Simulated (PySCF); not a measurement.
Structure from NMR data

An unknown has the formula C₄H₄O₄. Its calculated NMR data are:

¹H NMR (500 MHz, computed): δ 8.09 (s, 2H), 7.65 (s, 2H).

¹³C{¹H} NMR (computed): δ 160.9 (CH), 126.6 (CH).

[PySCF 2.14.0 with density-fitted response routines: NMR shieldings at PBE0/pcSseg-1/GIAO; geometry: GFN2-xTB; averaged over atoms made equivalent by symmetry, fast rotation or ring inversion; no relativistic terms; gas phase; single conformer]

References, each an isolated molecule treated in the same way: ¹H, ¹³C against TMS.

**Question.** Propose a structure and justify it.

**Answer.** 
Rings plus π bonds: 3 (no ring in the answer). 2 carbon signals for 4 carbons: some carbons are equivalent by symmetry or fast rotation. Carbon types of the structure: 4 × CH, which accounts for all hydrogens. δC 160.9: ester carbonyl carbon; lone-pair donation from the attached heteroatom keeps it upfield of a ketone carbonyl. δC 126.6: alkene carbon bearing oxygen; as expected for a trigonal carbon in a double bond. δH 8.09: hydrogen on an ester carbonyl carbon. δH 7.65: hydrogen on an alkene carbon bearing oxygen; attached to an sp2 carbon and in the plane of the double bond.

Structure: `O=CO/C=C\OC=O`.

The shifts were computed for this structure.

Shifts are as computed. Against solution values, carbons near 30 ppm lie about +3 ppm off and those near 130 ppm about +5 ppm. Of 1211 compounds with measured shifts, 218 miss one by over three times the rms of a fit or turn the order of signals round; such compounds aren't used in these exercises. Multiplicities follow the n + 1 count of equivalent neighbours, as no J values were calculated; m marks all less simple cases, F and P coupling included.
